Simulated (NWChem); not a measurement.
Species: AlH₂O₂F; SMILES [OH][Al]([OH])[F]

```xyz
6

Al    -0.0091     0.0332     0.0000
F     -1.6367     0.3100     0.0000
O      1.0347     1.3753     0.0000
H      1.9885     1.2256     0.0000
O      0.6119    -1.5533     0.0000
H      0.0155    -2.3120     0.0000
```
Atoms are numbered in this order, from 1.

All runs: NWChem. Structure relaxed at the B3LYP/6-31G* (spherical d) level. Atomic charges in e: unrestrained fits to the electrostatic potential beside Mulliken populations; buried atoms are poorly determined by the fit.

Question: Predict the results for B3LYP/def2-SVP. Quantities: ESP Al1; Mulliken Al1; ESP F2; Mulliken F2; ESP O3; Mulliken O3; ESP O5; Mulliken O5; relative RMS misfit of the potential (%).

Answer: 
```json
{
  "ESP Al1": "1.27",
  "Mulliken Al1": "0.93",
  "ESP F2": "-0.46",
  "Mulliken F2": "-0.40",
  "ESP O3": "-0.78",
  "Mulliken O3": "-0.45",
  "ESP O5": "-0.83",
  "Mulliken O5": "-0.46",
  "relative RMS misfit of the potential (%)": "13"
}
```
